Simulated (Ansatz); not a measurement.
A search over several starts for the lowest SCF solution of the cluster Ru5⁺ at the given spin, in a small basis.

```yaml
crystal:
  periodic: [false, false, false]
  atoms:
    - {symbol: Ru, position_ang: [-0.613207, 0.923821, 1.080350]}
    - {symbol: Ru, position_ang: [-1.282835, -0.254764, -1.064872]}
    - {symbol: Ru, position_ang: [-0.304372, -1.547971, 0.596360]}
    - {symbol: Ru, position_ang: [0.610977, 1.086058, -1.136531]}
    - {symbol: Ru, position_ang: [1.589436, -0.207144, 0.524704]}
basis:
  gaussian: {orbitals: def2-SVP, initial_orbitals: start.molden}
total_charge: 1
magnetization: {spin_polarized: true, initial_magnetization: 5}
hamiltonian: {xc: pbe, dispersion: d4}
output: {orbitals: {seedname: orbitals}}
```

The file start.molden holds the orbitals of an earlier run on this structure, at another level or in another basis.

```sh
$ ansatz run in.yaml --threads 4 --pin off --events-out ev --progress --plain --max-ram 4787MiB
```

It prints (some lines left out):

```
Functional definition: PBE
1495 factors; their error is unknown
mean field evaluation 1: about -12907.7180 eV, gradient 8.3e-2 eV
mean field evaluation 2: about -12907.6935 eV, gradient 2.0e-4 eV
mean field evaluation 4: about -12907.6935 eV, gradient 1.5e-5 eV
mean field evaluation 8: about -12907.6935 eV, gradient 2.0e-5 eV
mean field evaluation 16: about -12673.7510 eV, gradient 1.8e2 eV
mean field evaluation 32: about -12907.3583 eV, gradient 7.6e-2 eV
mean field evaluation 64: about -12907.6935 eV, gradient 3.1e-2 eV
mean field evaluation 96: about -12907.4539 eV, gradient 9.7e-1 eV
mean field -12907.69349599 eV, -474.3489868286 hartree, gradient 1.0e-6 eV, S^2 8.861422; 4 other end points of the search recorded, 0 dependent functions left out
reference -12907.69354583 eV, -474.3489886604 hartree; 42, 37 occupied and 113, 118 virtual orbitals, 1495 factors
Total energy: -12908.12562949 eV, -474.3648674421 hartree
```

It took 2.4 min on 4 threads of Arm Neoverse N1 on a shared host, peak host memory 0.59 GiB.

Other converged states that the search met: 0.26 eV higher (⟨S²⟩ = 8.79).

In the def2 sets Ru takes a core potential; there is no spin–orbit coupling. The structure comes from a short search, and lower isomers may exist.
